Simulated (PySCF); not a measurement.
B(F)(GeH3)(OH) (BFGeH4O), SMILES O[B](F)[GeH3].

The structure is a stationary point at PBE0-D3(BJ)/def2-SVP. The structure was generated by enumeration, and PubChem lists no compound with its InChIKey, so it may never have been made. The values are those of a single conformer.

All values below come from PySCF with PBE/def2-TZVP.

Question: Estimate the frontier levels, gap, dipole moment and polarisability. (An estimate is asked for; the answer gives what the named calculation found.)

Answer: 
```
Property                                                                                                       Result
---------------------------------------------------------------------------------------------  ----------------------
highest occupied level                                                                                       -7.37 eV
lowest empty level                                                                                           -1.35 eV
orbital gap                                                                                                   6.01 eV
dipole moment                                                                                                  1.52 D
quadrupole, principal values (traceless, Buckingham form, about the centre of nuclear charge)  -6.66, -0.48, 7.14 D·Å
mean static polarisability                                                                       52.2 bohr³ (7.74 Å³)
polarisability, principal values                                                               44.6, 49.7, 62.4 bohr³
```
